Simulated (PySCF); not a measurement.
Isomers of C6H9Cl, one GFN2-xTB conformer each. Single-point energies are computed at PBE0/pcSseg-1 (PySCF, gas phase, no added dispersion term), electronic only.

```tsv
SMILES	GFN2-xTB relative energy (kcal/mol)
CCC1=C[C@H](Cl)C1	27.9
ClC1=CCCCC1	0.0
```

Conformers: `[CH3:1][CH2:2][C:3]1=[CH:4][C@H:5]([Cl:6])[CH2:7]1` with C1–C2–C3–C4 120°; `[Cl:1][C:2]1=[CH:3][CH2:4][CH2:5][CH2:6][CH2:7]1` with C2–C3–C4–C5 -16°, C3–C4–C5–C6 47°, C4–C5–C6–C7 -64°, C5–C6–C7–C2 47°.

Problem. What does PBE0/pcSseg-1 give for the same structures?

Solution. 
```json
{"SMILES": "ClC1=CCCCC1", "PBE0/pcSseg-1 E (Eh)": "-693.76490", "PBE0/pcSseg-1 (kcal/mol)": "0.0", "GFN2-xTB (kcal/mol)": "0.0", "point group": "C1"}
{"SMILES": "CCC1=C[C@H](Cl)C1", "PBE0/pcSseg-1 E (Eh)": "-693.72442", "PBE0/pcSseg-1 (kcal/mol)": "25.4", "GFN2-xTB (kcal/mol)": "27.9", "point group": "C1"}
```

Both levels put the same isomer lowest. As drawn, the higher has a four-membered ring, which the lower lacks.

Problem. Which frontier levels, dipoles and rotational constants go with these structures?

Solution. 
```
           SMILES  HOMO (eV, PBE0/pcSseg-1)  LUMO (eV)  dipole (D)     A, B, C (MHz)
      ClC1=CCCCC1                     -6.90       0.28        2.22  4637, 1455, 1161
CCC1=C[C@H](Cl)C1                     -7.34       0.03        2.71  5263, 1073, 1028
```
